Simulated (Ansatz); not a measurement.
Be₅Se₅. Charge 0, multiplicity 1. Geometry PBE-D4/def2-SVP.

Cartesian coordinates in Å:
```
Be 0.656 -2.178 -0.037
Be -1.287 0.018 0.997
Be 0.184 -0.301 -1.505
Be 0.943 0.687 1.136
Be -0.521 1.805 -0.324
Se 1.544 1.342 -0.858
Se 0.289 -1.344 1.833
Se -1.917 0.303 -1.073
Se 0.812 -2.290 -2.015
Se -0.702 1.957 1.845
```

The structure comes from a short search, and lower isomers may exist.

(1) Estimate the orbital energies around the gap (eV) in Ansatz with PBE-D4/def2-SVP, PBE-D4/def2-TZVP, r2SCAN-D4/def2-TZVP, PBE0-D4/def2-SVP, PBE0-D4/def2-TZVP.

Results:

(1) 
```json
{"orbital": "HOMO−5", "PBE-D4/def2-SVP": "-7.25", "PBE-D4/def2-TZVP": "-7.18", "r2SCAN-D4/def2-TZVP": "-7.48", "PBE0-D4/def2-SVP": "-8.38", "PBE0-D4/def2-TZVP": "-8.27"}
{"orbital": "HOMO−4", "PBE-D4/def2-SVP": "-7.10", "PBE-D4/def2-TZVP": "-7.04", "r2SCAN-D4/def2-TZVP": "-7.31", "PBE0-D4/def2-SVP": "-8.19", "PBE0-D4/def2-TZVP": "-8.09"}
{"orbital": "HOMO−3", "PBE-D4/def2-SVP": "-7.00", "PBE-D4/def2-TZVP": "-6.94", "r2SCAN-D4/def2-TZVP": "-7.24", "PBE0-D4/def2-SVP": "-8.13", "PBE0-D4/def2-TZVP": "-8.03"}
{"orbital": "HOMO−2", "PBE-D4/def2-SVP": "-6.70", "PBE-D4/def2-TZVP": "-6.66", "r2SCAN-D4/def2-TZVP": "-6.93", "PBE0-D4/def2-SVP": "-7.80", "PBE0-D4/def2-TZVP": "-7.72"}
{"orbital": "HOMO−1", "PBE-D4/def2-SVP": "-6.46", "PBE-D4/def2-TZVP": "-6.41", "r2SCAN-D4/def2-TZVP": "-6.66", "PBE0-D4/def2-SVP": "-7.53", "PBE0-D4/def2-TZVP": "-7.44"}
{"orbital": "HOMO", "PBE-D4/def2-SVP": "-5.67", "PBE-D4/def2-TZVP": "-5.68", "r2SCAN-D4/def2-TZVP": "-5.91", "PBE0-D4/def2-SVP": "-6.71", "PBE0-D4/def2-TZVP": "-6.69"}
{"orbital": "LUMO", "PBE-D4/def2-SVP": "-3.70", "PBE-D4/def2-TZVP": "-3.63", "r2SCAN-D4/def2-TZVP": "-3.38", "PBE0-D4/def2-SVP": "-3.05", "PBE0-D4/def2-TZVP": "-2.95"}
{"orbital": "LUMO+1", "PBE-D4/def2-SVP": "-2.39", "PBE-D4/def2-TZVP": "-2.32", "r2SCAN-D4/def2-TZVP": "-2.02", "PBE0-D4/def2-SVP": "-1.68", "PBE0-D4/def2-TZVP": "-1.58"}
{"orbital": "LUMO+2", "PBE-D4/def2-SVP": "-1.88", "PBE-D4/def2-TZVP": "-1.90", "r2SCAN-D4/def2-TZVP": "-1.59", "PBE0-D4/def2-SVP": "-1.15", "PBE0-D4/def2-TZVP": "-1.15"}
{"orbital": "LUMO+3", "PBE-D4/def2-SVP": "-1.69", "PBE-D4/def2-TZVP": "-1.71", "r2SCAN-D4/def2-TZVP": "-1.35", "PBE0-D4/def2-SVP": "-0.96", "PBE0-D4/def2-TZVP": "-0.96"}
{"orbital": "LUMO+4", "PBE-D4/def2-SVP": "-1.17", "PBE-D4/def2-TZVP": "-1.29", "r2SCAN-D4/def2-TZVP": "-0.90", "PBE0-D4/def2-SVP": "-0.44", "PBE0-D4/def2-TZVP": "-0.59"}
{"orbital": "LUMO+5", "PBE-D4/def2-SVP": "-0.85", "PBE-D4/def2-TZVP": "-0.92", "r2SCAN-D4/def2-TZVP": "-0.57", "PBE0-D4/def2-SVP": "-0.10", "PBE0-D4/def2-TZVP": "-0.16"}
```
